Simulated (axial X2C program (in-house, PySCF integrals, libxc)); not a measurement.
**Low determinants of NaGa at the PBE0 level, scalar-relativistic**

All values were computed with an in-house relativistic program for diatomic molecules. Spin-free means the one-electron spin-free X2C Hamiltonian. Basis: Ga dyall-cv3z [9s9p7d4f1g], Na dyall-cv3z [9s8p5d2f] (cores contracted in-house); Gaussian nuclei, density fitting, unrestricted open shells. Masses: Ga 68.926 u, Na 22.990 u.

Search at 3.115 Å (vertical energies from the lowest determinant):

```tsv
ΔE (eV)	state	electrons beyond evenly filled partner blocks	electrons in σ, π, δ, φ
0.00	M_S = 0, Λ = 0	closed shell	22 16 4 0
0.21	M_S = 1, Λ = 1	σα, π+α	21 17 4 0
0.39	M_S = 0, Λ = 1	σα, π+β	21 17 4 0
0.92	M_S = 1, Λ = 0	2 × σα	22 16 4 0
1.34	M_S = 1, Λ = 0	π+α, π-α	20 18 4 0
5.39	M_S = 1, Λ = 2	σα, δ+α	21 16 5 0
5.48	M_S = 0, Λ = 2	σα, δ+β	21 16 5 0
```

Lowest determinant, M_S = 0, Λ = 0 (closed shell): Re = 3.113 Å, ωe = 158.2 cm⁻¹.

The determinant in row 2 of the search, M_S = 1, Λ = 1 (beyond evenly filled blocks: σα, π+α), was followed along the bond at PBE0; measured from the minimum of the lowest determinant it gives:

Te = 0.192 eV (1550 cm⁻¹), Re = 2.943 Å, ωe = 150.6 cm⁻¹.

Problem. Compare the bond of the determinant in row 2 with that of the lowest one.

Solution. At PBE0 its Re is 0.170 Å shorter and its force constant, which goes as ωe², is 0.91 times that of the lowest determinant. T0 ≈ Te + Δωe/2 = 1550 + (-4) = 1546 cm⁻¹.

The search compares states at one distance, so a state with another bond length can lie lower; it is not exhaustive and yields mostly the lowest determinant of each block pattern, so other components and higher states of one pattern are missing. These are energies of single determinants, not of spin-adapted states; PBE0 term energies can be off by some tenths of an eV, and the functional has no current term. The lowest determinant need not be the ground state where others lie within half an eV.
